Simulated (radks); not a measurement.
The numbers below are computed, except where a source is named.
Task: These are the eigenvalues of the occupied orbitals of an atom or ion with whole-number occupations (hartree). Level of theory: non-relativistic Kohn-Sham, TPSS, spin-polarised, spherical densities, point nucleus; meta-GGA in the generalised Kohn-Sham scheme (a radial shooting solver on a logarithmic mesh with Libxc functionals).

orbital  eigenvalue
1s up     -2332.252
1s down   -2330.811
2s up     -551.4292
2s down   -549.1358
2p up     -543.5116

Which element is it, and in what charge state? The configuration may be excited. Open shells, if any, are filled with parallel spins first.

Result: Z = 70, ytterbium, charge +64: Yb64+ in [He] 2s2 2p2. The list shows which subshells hold electrons but not how many an open one holds; the 1s level, -2332.3 hartree, gives Z - s = 68.3 by -(Z - s)^2/2, which with screening narrows Z to a few neighbours, and the depths of the outer levels then fix element, charge and occupations together.
